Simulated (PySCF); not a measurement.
acetylene (C2H2), SMILES C#C. Atoms are numbered in the order given.

```xyz
4

C      0.0000     0.0000     0.6040
C      0.0000     0.0000    -0.6040
H      0.0000     0.0000     1.6752
H      0.0000     0.0000    -1.6752
```

Coordinates come from a PBE-D3(BJ)/def2-TZVPD optimisation.

These are TDA-ωB97X/def2-TZVPD (PySCF) values and carry that method's errors.

Vertical excitations; the highest root listed may be one member of a degenerate set. The molecule is in vacuum.

Computed excitation energies, oscillator strengths and character:
```
state  energy (eV)  λ (nm)      f                                                                  main pairs
-----  -----------  ------  -----  --------------------------------------------------------------------------
S1            6.62     187  0.000                                        HOMO−1→LUMO+2 48 %, HOMO→LUMO+3 48 %
S2            6.87     181  0.000                                 HOMO→LUMO+3, HOMO−1→LUMO+2 (degenerate set)
S3            6.87     181  0.000                                 HOMO−1→LUMO+3, HOMO→LUMO+2 (degenerate set)
S4            8.40     148  0.139                                                HOMO−1→LUMO (degenerate set)
S5            8.40     148  0.139                                                  HOMO→LUMO (degenerate set)
S6            8.98     138  0.000                                                HOMO→LUMO+1 (degenerate set)
S7            8.98     138  0.000                                              HOMO−1→LUMO+1 (degenerate set)
S8           10.00     124  0.034                                              HOMO−1→LUMO+4 (degenerate set)
S9           10.00     124  0.034                                                HOMO→LUMO+4 (degenerate set)
S10          10.67     116  0.956  HOMO−1→LUMO+3 39 %, HOMO→LUMO+2 39 %, HOMO−1→LUMO+11 8 %, HOMO→LUMO+10 8 %
T1            5.44     228      0                                        HOMO−1→LUMO+3 45 %, HOMO→LUMO+2 45 %
T2            6.02     206      0                                 HOMO→LUMO+3, HOMO−1→LUMO+2 (degenerate set)
T3            6.02     206      0                                 HOMO→LUMO+2, HOMO−1→LUMO+3 (degenerate set)
T4            6.62     187      0                                        HOMO→LUMO+3 48 %, HOMO−1→LUMO+2 48 %
```
Triplets are in the Tamm–Dancoff approximation.
